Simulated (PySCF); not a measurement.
How the functional moves excitation energies

C₂H₇BN₂.
Z-matrix (Å and degrees, PBE0-D3(BJ)/def2-SVP geometry), rows numbered from 1:
```
C 
C   1  1.3383
B   2  1.5770  1  124.55
N   3  1.4173  2  118.68  1  -152.59
N   3  1.4166  2  119.61  1    26.89
H   1  1.0958  2  122.86  3   178.89
H   1  1.0971  2  121.37  3    -0.30
H   2  1.0998  1  116.92  3  -178.19
H   4  1.0091  3  122.00  2     5.37
H   4  1.0101  3  124.16  2   178.34
H   5  1.0090  3  121.68  2     9.56
H   5  1.0100  3  124.16  2  -178.19
```

Linear-response calculations in the def2-SVPD basis (PySCF; singlets by full response, triplets Tamm–Dancoff, core orbitals frozen in the response; HF means time-dependent Hartree–Fock). 'Strongest' is the level of largest summed f among the singlets computed (10 roots, of which the last may lack a degenerate partner); it can jump between rows when another state enters that window. S1 is the lowest singlet of each run and needn't be the same state throughout; f(S1) is that of one state. Geometry: PBE0-D3(BJ)/def2-SVP; no solvent, vibrations or thermal averaging.

```csv
functional,kind,S1 (eV),f(S1),strongest (eV),T1 (eV),HOMO (eV),gap (eV),"ionisation energy, ΔSCF (eV)"
LDA,LDA,4.65,0.025,6.17,4.25,-5.75,4.36,9.15
PBE,GGA,4.70,0.025,6.17,4.14,-5.57,4.41,8.91
B3LYP,"global hybrid, 20% exact exchange",5.53,0.032,6.60,4.12,-6.72,6.30,9.11
PBE0,"global hybrid, 25% exact exchange",5.73,0.036,6.75,4.04,-6.95,6.76,9.09
CAM-B3LYP,range-separated hybrid,6.11,0.003,6.80,4.08,-8.38,9.25,9.29
wB97X-D,range-separated hybrid,6.29,0.028,6.86,4.21,-8.88,10.50,9.24
LC-wPBE,range-separated hybrid,6.73,0.003,7.12,3.95,-9.77,11.62,9.46
HF,Hartree–Fock,7.02,0.421,7.02,3.42,-9.82,11.85,not settled
```

Problem. What does BHandHLYP (global hybrid, 50% exact exchange) give?

Solution. S1 (eV) 6.39, f(S1) 0.002, strongest (eV) 6.90, T1 (eV) 3.96, HOMO (eV) -8.25, gap (eV) 9.00, ionisation energy, ΔSCF (eV) 9.13. S1 runs from 4.65 eV (LDA) to 7.02 eV (HF), a spread of 2.37 eV, while the orbital gap spreads over 7.5 eV. Along PBE (0%), B3LYP (20%), PBE0 (25%), BHandHLYP (50%), HF (100%) S1 rises with the share of exact exchange. −ε(HOMO) comes closest to its own ΔSCF ionisation energy with LC-wPBE (+0.31 eV) and misses most with LDA (-3.40 eV). 'Not settled' means that the ion's SCF failed to converge or may have ended in another state than the lowest.
